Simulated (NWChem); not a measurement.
All runs are NWChem calculations. System: stibine (H$_{3}$Sb), charge 0, spin multiplicity 1, at a geometry optimised with B3LYP/def2-SVP with def2 effective core potentials on Sb. Level: CR-CCSD(T)/def2-SVP with def2 effective core potentials on Sb, 4 core orbitals frozen.

Output (cleaned and shortened):

```
             Northwest Computational Chemistry Package (NWChem) 7.3.0
             --------------------------------------------------------

                                NWChem Input Module
                                -------------------

 Scaling coordinates for geometry "geometry" by  1.889725989
 (inverse scale =  0.529177249)

 Turning off AUTOSYM since
 SYMMETRY directive was detected!

                             Geometry "geometry" -> ""
                             -------------------------

 Output coordinates in angstroms (scale by  1.889725989 to convert to a.u.)

  No.       Tag          Charge          X              Y              Z
 ---- ---------------- ---------- -------------- -------------- --------------
    1 Sb                  51.0000     0.00055200     0.05413100     0.00000000
    2 H                    1.0000    -0.72025500    -0.91295500     1.23131800
    3 H                    1.0000    -0.72025500    -0.91295500    -1.23131800
    4 H                    1.0000     1.41233900    -0.93476900     0.00000000

 Effective nuclear repulsion energy (a.u.)      47.6169136943

            Nuclear Dipole moment (a.u.)
            ----------------------------
        X                 Y               Z
 ---------------- ---------------- ----------------
    -0.0000359048     0.0000037795     0.0000000000

      Symmetry information
      --------------------

 Group name             Cs
 Group number              2
 Group order               2
 No. of unique centers     3

      Symmetry unique atoms

     1    2    4


 Summary of "ao basis" -> "" (spherical)
 ------------------------------------------------------------------------------
       Tag                 Description            Shells   Functions and Types
 ---------------- ------------------------------  ------  ---------------------
 *                          def2-svp                  on all atoms

 Summary of "ao basis" -> "ao basis" (spherical)
 ------------------------------------------------------------------------------
       Tag                 Description            Shells   Functions and Types
 ---------------- ------------------------------  ------  ---------------------
 Sb                         def2-svp                10       26   4s4p2d
 H                          def2-svp                 3        5   2s1p

                                 NWChem SCF Module
                                 -----------------

  ao basis        = "ao basis"
  functions       =    41
  atoms           =     4
  closed shells   =    13
  open shells     =     0
  charge          =   0.00
  wavefunction    = RHF
  use symmetry    = T
  symmetry adapt  = T

 Summary of "ao basis" -> "ao basis" (spherical)
 ------------------------------------------------------------------------------
       Tag                 Description            Shells   Functions and Types
 ---------------- ------------------------------  ------  ---------------------
 Sb                         def2-svp                10       26   4s4p2d
 H                          def2-svp                 3        5   2s1p

      Symmetry analysis of basis
      --------------------------

        a'         27
        a"         14

 Forming initial guess at       0.1s

      Superposition of Atomic Density Guess
      -------------------------------------

 Sum of atomic energies:        -279.11015138

      Non-variational initial energy
      ------------------------------

 Total energy =    -240.740013
 1-e energy   =    -464.240841
 2-e energy   =     201.672609
 HOMO         =      -0.285205
 LUMO         =       0.051215

      Symmetry analysis of molecular orbitals - initial
      -------------------------------------------------

  Numbering of irreducible representations:

     1 a'          2 a"

  Orbital symmetries:

     1 a'          2 a"          3 a'          4 a'          5 a"
     6 a'          7 a'          8 a"          9 a'         10 a'
    11 a"         12 a'         13 a'         14 a'         15 a"
    16 a'         17 a"         18 a'         19 a'         20 a'
    21 a"         22 a'         23 a'

 Starting SCF solution at       0.3s

 ----------------------------------------------
[...]
    12      0.448472  1 Sb py                 3      0.375176  1 Sb s
    15      0.344019  1 Sb py                 4      0.335085  1 Sb s
     1     -0.175226  1 Sb s                  9     -0.171767  1 Sb py

 Vector   14  Occ=0.000000D+00  E= 1.076285D-01  Symmetry=a'
              MO Center= -1.6D-02,  5.5D-02,  4.3D-12, r^2= 4.4D+00
   Bfn.  Coefficient  Atom+Function         Bfn.  Coefficient  Atom+Function
  ----- ------------  ---------------      ----- ------------  ---------------
    14      1.218385  1 Sb px                38     -0.967259  4 H  s
    28      0.483605  2 H  s                 33      0.483605  3 H  s
    11      0.233862  1 Sb px                37     -0.194281  4 H  s

 Vector   15  Occ=0.000000D+00  E= 1.076323D-01  Symmetry=a"
              MO Center=  1.7D-02,  5.5D-02,  1.2D-13, r^2= 4.4D+00
   Bfn.  Coefficient  Atom+Function         Bfn.  Coefficient  Atom+Function
  ----- ------------  ---------------      ----- ------------  ---------------
    16      1.218481  1 Sb pz                28     -0.837680  2 H  s
    33      0.837680  3 H  s                 13      0.233868  1 Sb pz
    27     -0.168249  2 H  s                 32      0.168249  3 H  s

 Vector   16  Occ=0.000000D+00  E= 1.782883D-01  Symmetry=a'
              MO Center= -3.5D-03, -3.4D-01, -2.4D-15, r^2= 5.2D+00
   Bfn.  Coefficient  Atom+Function         Bfn.  Coefficient  Atom+Function
  ----- ------------  ---------------      ----- ------------  ---------------
     4      1.398587  1 Sb s                 15     -1.348529  1 Sb py
    28     -1.126289  2 H  s                 33     -1.126289  3 H  s
    38     -1.126216  4 H  s                  3      0.686566  1 Sb s
     1     -0.256424  1 Sb s                  2     -0.200401  1 Sb s
    12     -0.173578  1 Sb py

 center of mass
 --------------
 x =   0.00058475 y =   0.05737102 z =   0.00000000

 moments of inertia (a.u.)
 ------------------
          20.914683915125           0.009575095381           0.000000000000
           0.009575095381          21.826358963921           0.000000000000
           0.000000000000           0.000000000000          20.914585758082

  Mulliken analysis of the total density
  --------------------------------------

    Atom       Charge   Shell Charges
 -----------   ------   -------------------------------------------------------
    1 Sb  23    22.69   2.11 -0.08  1.13  0.56  2.95  3.07  1.68  1.14  9.81  0.32
    2 H    1     1.10   0.68  0.41  0.01
    3 H    1     1.10   0.68  0.41  0.01
    4 H    1     1.10   0.68  0.41  0.01

       Multipole analysis of the density wrt the origin
       ------------------------------------------------

     L   x y z        total         open         nuclear
     -   - - -        -----         ----         -------
     0   0 0 0     -0.000000      0.000000     26.000000

     1   1 0 0      0.001442      0.000000     -0.029244
     1   0 1 0      0.144062      0.000000     -2.864193
     1   0 0 1     -0.000000      0.000000      0.000000

     2   2 0 0    -21.014304      0.000000     10.828335
     2   1 1 0     -0.019718      0.000000     -0.015722
     2   1 0 1      0.000000      0.000000      0.000000
     2   0 2 0    -22.945600      0.000000      9.313909
     2   0 1 1      0.000000      0.000000      0.000000
     2   0 0 2    -21.014058      0.000000     10.828496

                   NWChem Extensible Many-Electron Theory Module
                   ---------------------------------------------


            General Information
            -------------------
      Number of processors :     1
         Wavefunction type : Restricted Hartree-Fock
          No. of electrons :    26
           Alpha electrons :    13
            Beta electrons :    13
           No. of orbitals :    82
            Alpha orbitals :    41
             Beta orbitals :    41
        Alpha frozen cores :     4
         Beta frozen cores :     4
     Alpha frozen virtuals :     0
      Beta frozen virtuals :     0
         Spin multiplicity : singlet
    Number of AO functions :    41
       Number of AO shells :    19
        Use of symmetry is : on
      Symmetry adaption is : on
         Schwarz screening : 0.10D-09

          Correlation Information
          -----------------------
          Calculation type : Coupled-cluster singles & doubles w/ perturbation
   Perturbative correction : Completely renormalized (T)
            Max iterations :      100
        Residual threshold : 0.10D-05
     T(0) DIIS level shift : 0.00D+00
     L(0) DIIS level shift : 0.00D+00
     T(1) DIIS level shift : 0.00D+00
     L(1) DIIS level shift : 0.00D+00
     T(R) DIIS level shift : 0.00D+00
     T(I) DIIS level shift : 0.00D+00
   CC-T/L Amplitude update :  5-th order DIIS
                I/O scheme : Global Array Library
        L-threshold :  0.10D-05
        EOM-threshold :  0.10D-05
 no EOMCCSD initial starts read in
 TCE RESTART OPTIONS
 SLICE:      F
 D4D5:       F
 quantumc:   F
 qrotation:  F
 pwtce:      F
 qducc:      F
 nacto:                         0
 nrotv:                         0
 nrot:                          0

            Memory Information
            ------------------
          Available GA space size is     249035119 doubles
          Available MA space size is     104850252 doubles

 Maximum block size supplied by input
 Maximum block size        24 doubles

 tile_dim =     18

 -------------------------------------------------
   1    alpha     a'     6 doubles       0       1
   2    alpha     a"     3 doubles       6       2
   3    beta      a'     6 doubles       9       1
   4    beta      a"     3 doubles      15       2
   5    alpha     a'    18 doubles      18       5
   6    alpha     a"    10 doubles      36       6
   7    beta      a'    18 doubles      46       5
   8    beta      a"    10 doubles      64       6

 Global array virtual files algorithm will be used

 Parallel file system coherency ......... OK

 4-electron integrals stored in orbital form

 v2    file size   =           316975
 4-index algorithm nr.  13 is used
 imaxsize =       30
 imaxsize ichop =        0


CCSD iterations
 ---------------------------------------------------------
 Iter          Residuum       Correlation     Cpu    Wall
 ---------------------------------------------------------
    1   0.1041945197026  -0.1331052188121     0.0     0.0
    2   0.0326578571780  -0.1527608154264     0.0     0.0
    3   0.0131261506535  -0.1575748919290     0.0     0.0
    4   0.0059733894689  -0.1591763168300     0.0     0.0
    5   0.0029573552222  -0.1598003338051     0.0     0.0
    6   0.0004319182201  -0.1603154347933     0.0     0.0
    7   0.0001811444417  -0.1603080014094     0.0     0.0
    8   0.0000964085197  -0.1603096795078     0.0     0.0
    9   0.0000546612366  -0.1603103060672     0.0     0.0
   10   0.0000317006102  -0.1603109307976     0.0     0.0
   11   0.0000028111984  -0.1603119398886     0.0     0.0
   12   0.0000009237616  -0.1603123276786     0.0     0.0
 -----------------------------------------------------------------
 Iterations converged
 CCSD correlation energy / hartree =        -0.160312327678646
 CCSD total energy / hartree       =      -241.128954073082696

 Singles contributions

 Doubles contributions
 CR-CCSD(T)

 CR-CCSD[T]  correction energy / hartree =        -0.003405380283413
 CR-CCSD[T] correlation energy / hartree =        -0.163717707962060
 CR-CCSD[T] total energy / hartree       =      -241.132359453366121
 CR-CCSD(T)  correction energy / hartree =        -0.003281930582334
 CR-CCSD(T) correlation energy / hartree =        -0.163594258260981
 CR-CCSD(T) total energy / hartree       =      -241.132236003665042

 Task  times  cpu:        3.0s     wall:        3.0s

 Total times  cpu:        3.0s     wall:        3.0s
```

Write an NWChem input that would produce this output.

Several could match; the one computed here: 
```
start mol
memory heap 100 mb stack 700 mb global 1900 mb
geometry units angstroms nocenter noautoz
  Sb     0.000552     0.054131     0.000000
  H     -0.720255    -0.912955     1.231318
  H     -0.720255    -0.912955    -1.231318
  H      1.412339    -0.934769     0.000000
  symmetry group Cs
end
basis spherical
  * library def2-svp
end
ecp
  Sb library def2-ecp
end
scf
  rhf
  nopen 0
  maxiter 100
  thresh 1e-7
  semidirect memsize 60000000 filesize 0
end
tce
  freeze core 4
  cr-ccsd(t)
  2eorb
  2emet 13
  thresh 1e-6
  maxiter 100
  tilesize 24
end
task tce energy
```
